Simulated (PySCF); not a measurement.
Isomers of C7H6O2S2, one GFN2-xTB conformer each. Single-point energies are computed at PBE0/pcSseg-1 (PySCF, gas phase, no added dispersion term), electronic only.

Question: Rank them by PBE0/pcSseg-1 energy, lowest first (kcal/mol).
A. `[CH3:1][S@:2](=[O:3])[c:4]1[cH:5][c:6]2[o:7][cH:8][cH:9][c:10]2[s:11]1` with C1–S2–C4–C5 113°
B. `[CH:1]#[C:2][c:3]1[cH:4][cH:5][c:6]([S:7]([CH3:8])(=[O:9])=[O:10])[s:11]1` with C5–C6–S7–C8 107°

Answer: A (0.0), B (38.3).

As drawn, the higher has a C≡C bond, which the lower lacks. GFN2-xTB itself gives, in the same order: 0.0, 44.6. Both levels put the same isomer lowest.

Q: Which frontier levels, dipoles and rotational constants go with these structures?

A: 
```tsv
SMILES	HOMO (eV, PBE0/pcSseg-1)	LUMO (eV)	dipole (D)	A, B, C (MHz)
C[S@](=O)c1cc2occc2s1	-6.40	-1.16	3.77	2231, 523.8, 451.5
C#Cc1ccc(S(C)(=O)=O)s1	-7.29	-2.11	4.81	2359, 488.7, 447.5
```
